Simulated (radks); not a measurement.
The numbers below are computed, except where a source is named.
These are the eigenvalues of the occupied orbitals of an atom or ion with whole-number occupations (hartree). Level of theory: Dirac Kohn-Sham, relativistic LDA (MacDonald-Vosko exchange, VWN5 correlation), spin-unpolarised, spherical densities, finite nucleus; Fermi nuclear charge, rms radius of each element as measured or else 0.836 A^(1/3) + 0.57 fm (a radial shooting solver on a logarithmic mesh with Libxc functionals).

| orbital | eigenvalue |
|---|---|
| 1s1/2 | -2789.833 |
| 2s1/2 | -502.2909 |
| 2p1/2 | -482.4455 |
| 2p3/2 | -423.3949 |
| 3s1/2 | -130.2985 |
| 3p1/2 | -121.3053 |
| 3p3/2 | -108.3413 |
| 3d3/2 | -93.18444 |
| 3d5/2 | -90.36318 |
| 4s1/2 | -40.45804 |
| 4p1/2 | -36.62703 |
| 4p3/2 | -33.46347 |
| 4d3/2 | -27.11856 |
| 4d5/2 | -26.51229 |
| 4f5/2 | -18.33050 |
| 4f7/2 | -18.19542 |

Which element is it, and in what charge state? The configuration may be excited. Open shells, if any, fill j = l - 1/2 first.

Answer. Z = 77, iridium, charge +19: Ir19+ in [Kr] 4d10 4f12. The list shows which subshells hold electrons but not how many an open one holds; the 1s level, -2789.8 hartree, gives Z - s = 74.7 by -(Z - s)^2/2, which with screening and relativity narrows Z to a few neighbours, and the depths of the outer levels then fix element, charge and occupations together.
